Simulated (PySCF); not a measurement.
H5InP2, SMILES [PH2][InH][PH2]. Atoms are numbered in the order given.

```xyz
8

In     0.0067    -0.5096     0.0000
H     -0.0696    -2.2521     0.0000
P     -0.1211     0.7909    -2.1802
H      0.8630    -0.0256    -2.8215
H      0.8247     1.7739    -1.7522
P     -0.1211     0.7909     2.1802
H      0.8247     1.7739     1.7522
H      0.8630    -0.0256     2.8215
```
Charge 0, spin multiplicity 1.

Geometry optimised at B3LYP-D3(BJ)/def2-SVP. The def2 effective core potentials stand for the cores of In; spin–orbit coupling is left out. One conformer was computed; it need not be the lowest.

The numbers are results of PySCF with IEF-PCM-M06-2X/def2-SVP, not measurements.

The values are the electrostatic part of the solvation free energy, E(continuum) − E(gas) at the gas-phase geometry, in a cavity of scaled van der Waals radii (PySCF's table); cavitation and dispersion terms are not included. A continuum can't describe solvent molecules that bind to the metal. In vacuum the orbital gap is 6.38 eV. The dipole moment in vacuum is 1.56 D.

```json
[
 {"solvent": "water", "ε": "78.36", "ΔG(elec) (kcal/mol)": "-5.4", "dipole (D)": "2.31", "gap (eV)": "6.76"},
 {"solvent": "N,N-dimethylformamide", "ε": "37.22", "ΔG(elec) (kcal/mol)": "-5.2", "dipole (D)": "2.29", "gap (eV)": "6.74"},
 {"solvent": "acetone", "ε": "20.49", "ΔG(elec) (kcal/mol)": "-5.0", "dipole (D)": "2.25", "gap (eV)": "6.73"}
]
```
